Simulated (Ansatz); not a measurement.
Geometry optimisation, RKS LDA/def2-SVP in Ansatz 0.2.0.

Input file:

```yaml
crystal:
  periodic: [false, false, false]
  atoms:
    - { symbol: W, position_ang: [0.0, 0.0, 0.0] }
    - { symbol: Cl, position_ang: [0.0, 0.0, 2.74] }
    - { symbol: F, position_ang: [1.85, 0.0, 0.0] }
    - { symbol: F, position_ang: [0.0, 1.85, 0.0] }
    - { symbol: F, position_ang: [-1.85, 0.0, 0.0] }
    - { symbol: F, position_ang: [0.0, -1.85, 0.0] }
    - { symbol: F, position_ang: [0.0, 0.0, -1.85] }
    - { symbol: F, position_ang: [1.4129, 1.4719, 0.6779] }
    - { symbol: H, position_ang: [1.0415, 1.085, 1.856] }
basis:
  gaussian: { orbitals: def2-SVP }
hamiltonian:
  xc: lda
relax:
  f_tol: 0.15
  max_steps: 25
  restrain:
    - { distance: [0, 7], at: 3.05, k: 30.0 }
    - { distance: [8, 1], at: 2.57, k: 30.0 }
    - { distance: [0, 1], at: 2.39, k: 30.0 }
    - { distance: [8, 7], at: 0.92, k: 30.0 }
```

Command:

```bash
$ ansatz run input.yaml --threads 4 --pin off --max-ram 5120MiB --backend cpu --events-out ev --progress --plain --runs-dir out
```

Task: Where does it end, and by what steps?

Result: It converged. The restraints hold the end off the free minimum; the threshold counts their pulls, which the force column leaves out. Restrained pairs: W1–F8 (2.15 → 3.06 Å), Cl2–H9 (1.74 → 2.57 Å), W1–Cl2 (2.74 → 2.35 Å), F8–H9 (1.29 → 0.93 Å). After 8 steps the energy has fallen by 7.076 eV (the restraints' own energy left out); H9 moved furthest, 0.96 Å. The start is strongly strained (largest force component 13 eV/Å), so its close contacts needn't be bonds.

| step | energy less start (eV) | largest force component (eV/Å) | accepted |
| --- | --- | --- | --- |
| 0 | 0.0000 | 12.930 | yes |
| 1 | -3.1814 | 8.737 | yes |
| 2 | -4.8655 | 4.879 | yes |
| 3 | -5.9132 | 3.440 | yes |
| 4 | -6.7791 | 1.074 | yes |
| 5 | -6.9292 | 1.090 | yes |
| 6 | -6.9849 | 1.535 | yes |
| 7 | -7.0639 | 1.231 | yes |
| 8 | -7.0764 | 1.038 | yes |

```xyz
9
Properties=species:S:1:pos:R:3
W -0.094 -0.123 -0.046
Cl -0.089 -0.127 2.308
F 1.730 -0.237 -0.207
F -0.187 1.709 -0.154
F -1.940 -0.161 -0.020
F -0.155 -1.967 -0.029
F -0.200 -0.189 -1.886
F 1.883 1.776 1.306
H 1.507 1.876 2.153
```

Time of the run: 12 s on 4 threads of Arm Neoverse V2 (shared host), peak memory 0.21 GiB.
